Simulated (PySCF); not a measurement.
# ORD: `C[C@@H]1[SiH2]N([SiH3])[Si@@H]1Br`, C₂H₁₀BrNSi₃

Cartesian coordinates in Å; atom numbers follow the order of the lines, from 1:
```xyz
17

C    -2.388    0.413   -1.175
C    -1.382   -0.429   -0.401
Si   -0.398    0.398    1.032
N     1.054   -0.106    0.175
Si    2.735    0.019    0.582
Si    0.297   -0.814   -1.223
Br    0.700    0.416   -3.013
H    -3.227    0.688   -0.537
H    -2.779   -0.136   -2.031
H    -1.932    1.329   -1.545
H    -1.878   -1.345   -0.074
H    -0.501   -0.253    2.334
H    -0.499    1.853    1.098
H     3.463    0.238   -0.668
H     3.153   -1.244    1.200
H     2.845    1.144    1.505
H     0.730   -2.157   -1.563
```

Computed, not measured: PySCF, TDDFT CAM-B3LYP/def2-SVPD circular dichroism and optical rotation, one conformer, gas phase. Geometry: GFN2-xTB.

The calculation is non-relativistic, which matters for the atoms heavier than Zn.

Stereocentres: C2 R, Si6 R.

**Question.** Give the optical rotatory dispersion at 633, 589.3, 546, 436, 405, 365, 355 nm.

**Answer.** [α] in deg dm⁻¹ (g/mL)⁻¹:
```tsv
λ (nm)	origin-invariant length gauge	modified velocity gauge	length gauge (centre of mass)	isotropic polarisability (au)
633	-124.2	-121.5	-124.6	127.0
589.3	-147.4	-144.2	-147.8	127.5
546	-177.9	-174.1	-178.4	128.2
436	-323.5	-317.2	-324.2	131.0
405	-401.4	-393.9	-402.2	132.3
365	-557.6	-548.0	-558.6	134.6
355	-612.4	-602.1	-613.4	135.4
```

**Question.** And for the mirror image at 589.3 nm?

**Answer.** +147.4 deg dm⁻¹ (g/mL)⁻¹ (origin-invariant length gauge): the same size and the opposite sign.

**Question.** What is the molar rotation [Φ] = [α]·M/100 of the geometry above at 589.3 nm?

**Answer.** With M = 212.27 g/mol, -313.0 deg cm² dmol⁻¹ (origin-invariant length gauge).

The first excitation lies at 5.95 eV (208 nm) with R = -9.6 × 10⁻⁴⁰ esu² cm² (velocity form).
